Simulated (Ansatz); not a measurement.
`C[O][GeH]([Cl])[SeH]` + `OPO` → `OP(O)[SeH]` + `C[O][GeH2][Cl]`  (ligand exchange at the Se–Ge bond)

Program: Ansatz. Geometries: PBE0-D4/def2-TZVP. ΔE: electronic, gas phase. CCSD(T)/CBS adds triple-zeta CCSD(T) − MP2 to the extrapolated MP2 energy (def2 sets, frozen cores). DFT in def2-TZVPP. B3LYP here is the variant with VWN-RPA as its local correlation; programs differ in this. For Ge, Se outer-core shells are correlated without core-valence functions, which leaves a few kJ/mol of doubt a bond. Scalar relativity is left out up to krypton. One conformer a species, not always the lowest.

(1) Is it downhill or uphill in electronic energy at CCSD(T)/CBS, and by how much? (Estimate.)

(2) What do these levels give: B3LYP-D4, ωB97X-V, PBE, r2SCAN, PBE0, B3LYP, HF/def2-TZVPP, MP2/def2-TZVPP, CCSD/def2-TZVPP, CCSD(T)/def2-TZVPP, SCS-MP2/def2-QZVPP, MP2/CBS(def2)? (An estimate is asked.)

Largest T1 diagnostic among the species: 0.013.

## Answers

(1) The calculation gave: Uphill: ΔE = +48.3 kJ/mol.

(2) Computed: B3LYP-D4 45.0, ωB97X-V 49.7, PBE 37.0, r2SCAN 38.1, PBE0 42.2, B3LYP 41.7, HF/def2-TZVPP 53.4, MP2/def2-TZVPP 54.5, CCSD/def2-TZVPP 54.4, CCSD(T)/def2-TZVPP 53.1, SCS-MP2/def2-QZVPP 50.9, MP2/CBS(def2) 49.7 kJ/mol.

From PBE to PBE0 (25 % exact exchange), in def2-TZVPP and without D4, ΔE moves by +5.2 kJ/mol. The D4 term adds +3.3 kJ/mol with B3LYP and +2.2 kJ/mol with PBE0; it sums over pairs of atoms, weighted by their polarisabilities, and B3LYP, whose exchange is more repulsive, gets the larger term.
